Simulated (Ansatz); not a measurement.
System: PH, charge 0, triplet. PH (SMILES [PH], triplet).
B3LYP-D3(BJ)/def2-TZVP minimum from Ansatz (a quantum-chemistry and plane-wave program):
```xyz
2

P      0.0000     0.0000    -0.0893
H      0.0000     0.0000     1.3392
```
Charge 0, spin multiplicity 3.

Property: atomisation energy (electronic, to ground-state atoms), in kcal/mol. UHF or UKS for unpaired electrons; spin-orbit terms are left out. CBS(X,Y): correlation extrapolated as X^-3, Hartree-Fock from the larger set (Q,5: extrapolated as (X+1)exp(-9√X)). A bracket is a step between two methods taken in the basis named. The functionals are non-relativistic, so their misses hold any scalar relativity. Double hybrids freeze cores in their MP2 part. 'core' is core correlation in cc-pwCVTZ (1s frozen past Ne), 'X2C' scalar relativity in cc-pVTZ-DK, both at CCSD(T). Full CI freezes restricted core orbitals, also for open shells; the composite that ends in it estimates full CI at the basis-set limit. For partners of very few electrons the exact lower level stands in for a higher one.

CCSD(T)/CBS(cc-pV(Q+d)Z,cc-pV(5+d)Z) + [CCSDT(Q) - CCSD(T)]/cc-pV(5+d)Z + [FCI - CCSDT(Q)]/cc-pV(T+d)Z + core + X2C (Ansatz) gives 73.4 kcal/mol.

Problem. How far off this value is PBE/def2-TZVPD (Ansatz), in which direction, and which of these levels come nearer: r2SCAN/def2-TZVPD, B3LYP/def2-TZVPD, B2PLYP/def2-TZVPD, CCSD(T)/CBS(cc-pV(Q+d)Z,cc-pV(5+d)Z) + core + X2C?

Solution. PBE gives 74.9 kcal/mol, 1.5 kcal/mol above it. Errors of the others: r2SCAN/def2-TZVPD (Ansatz) 1.9; B3LYP/def2-TZVPD (Ansatz) 3.7; B2PLYP/def2-TZVPD (Ansatz) 0.2; CCSD(T)/CBS(cc-pV(Q+d)Z,cc-pV(5+d)Z) + core + X2C (Ansatz) -0.1 kcal/mol. Nearer than PBE: B2PLYP/def2-TZVPD, CCSD(T)/CBS(cc-pV(Q+d)Z,cc-pV(5+d)Z) + core + X2C.
